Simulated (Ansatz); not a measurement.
The pair A = SiH4 (SMILES [SiH4]) (first 5 atoms), B = C3H4 (SMILES C=C=C); geometry from B3LYP-D3(BJ)/def2-TZVP.
(charge 0, multiplicity 1):
```xyz
12

Si    -0.18064    -0.03077     0.10956
H     -0.64127    -1.42513     0.28734
H     -1.04139     0.88637     0.88806
H     -0.26708     0.32865    -1.32622
H      1.22299     0.09719     0.55753
C      0.09617    -1.26063     3.51120
C      0.13077     0.02004     3.73366
C      0.16336     1.30213     3.94294
H      0.97931    -1.79923     3.18732
H     -0.81623    -1.83081     3.64175
H      0.40484     1.70885     4.91805
H     -0.05099     2.00434     3.14548
```

Correlated levels freeze the cores. MP2 and its Hartree–Fock in aug-cc-pV(T+d)Z are density fitted.

Programs: Ansatz (Gaussian orbitals). Values without a source in brackets are computed.

The counterpoise-corrected interaction energy is E(AB) − E(A in the pair's basis) − E(B in the pair's basis). Total energies (hartree):

```
level                              AB  A in the pair's basis  B in the pair's basis
-----------------------  ------------  ---------------------  ---------------------
HF/aug-cc-pV(D+d)Z       -407.1259880           -291.2506300           -115.8771058
MP2/aug-cc-pV(D+d)Z      -407.6569299           -291.3726202           -116.2819370
HF/aug-cc-pV(T+d)Z       -407.1692558           -291.2639124           -115.9070858
MP2/aug-cc-pV(T+d)Z      -407.8032009           -291.4096879           -116.3906217
CCSD(T)/aug-cc-pV(D+d)Z  -407.7425958           -291.4074408           -116.3330479
```

**Question.** Work out the counterpoise-corrected interaction energy at the basis-set limit: extrapolate the MP2 correlation part as X⁻³, take Hartree–Fock from the larger set, and add the CCSD(T) − MP2 difference of aug-cc-pV(D+d)Z.

**Answer.** 
1. Differences (1 hartree = 627.509 kcal/mol): HF/aug-cc-pV(D+d)Z 1.097; MP2/aug-cc-pV(D+d)Z -1.489; HF/aug-cc-pV(T+d)Z 1.093; MP2/aug-cc-pV(T+d)Z -1.814; CCSD(T)/aug-cc-pV(D+d)Z -1.322.
2. Correlation parts, MP2 less HF: -2.586 in aug-cc-pV(D+d)Z (X = 2), -2.908 in aug-cc-pV(T+d)Z (X = 3).
3. Limit (3³·(-2.908) − 2³·(-2.586))/(3³ − 2³) = -3.043; with HF/aug-cc-pV(T+d)Z it gives -1.950.
4. CCSD(T) less MP2 in aug-cc-pV(D+d)Z: 0.167.
Result: -1.78 kcal/mol, against -1.49 at MP2/aug-cc-pV(D+d)Z. It is an estimate of this method's limit, not of the exact value.

Ansatz is a quantum-chemistry and plane-wave program.
